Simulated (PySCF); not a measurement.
SMILES C[Si](C)S[Si](C)(C)C, doublet (GFN2-xTB optimised geometry):

```
23

C      0.530    -2.410    -1.577
Si     1.195    -1.565     0.000
C      3.099    -1.565     0.000
S      0.577     0.531     0.000
Si    -1.304     0.490     1.083
C     -2.509    -0.731     0.256
C     -0.958    -0.062     2.872
C     -1.968     2.270     1.010
H     -0.554    -2.389    -1.624
H      0.909    -1.896    -2.458
H      0.848    -3.447    -1.630
H      3.497    -1.073     0.881
H      3.492    -2.577    -0.030
H      3.470    -1.031    -0.872
H     -2.170    -1.757     0.368
H     -2.611    -0.528    -0.806
H     -3.497    -0.658     0.700
H     -0.259     0.610     3.359
H     -1.870    -0.075     3.459
H     -0.527    -1.060     2.899
H     -2.897     2.365     1.564
H     -1.254     2.969     1.433
H     -2.157     2.577    -0.015
```

Level of theory: PySCF with unrestricted CAM-B3LYP/def2-SVP.

What are the frontier orbital energies (α orbitals alone; a β orbital can be the lowest empty one) and the dipole moment?

HOMO-2 -9.50 eV, HOMO-1 -8.09 eV, HOMO -6.67 eV, LUMO 2.33 eV, LUMO+1 2.43 eV; dipole moment 1.31 D.

On the same geometry PySCF 2.14.0 with unrestricted PBE/def2-SVP gives HOMO-2 -6.92 eV, HOMO-1 -5.62 eV, HOMO -4.36 eV, LUMO 0.33 eV, LUMO+1 0.59 eV; dipole moment 1.16 D.

Meta-Löwdin charges at CAM-B3LYP/def2-SVP: C1 -0.53, Si2 0.56, C3 -0.52, S4 -0.44, Si5 0.88, C6 -0.55, C7 -0.54, C8 -0.54, H9 0.11, H10 0.11, H11 0.11, H12 0.12, H13 0.11, H14 0.11, H15 0.11, H16 0.11, H17 0.11, H18 0.11, H19 0.11, H20 0.11, H21 0.11, H22 0.11, H23 0.11.
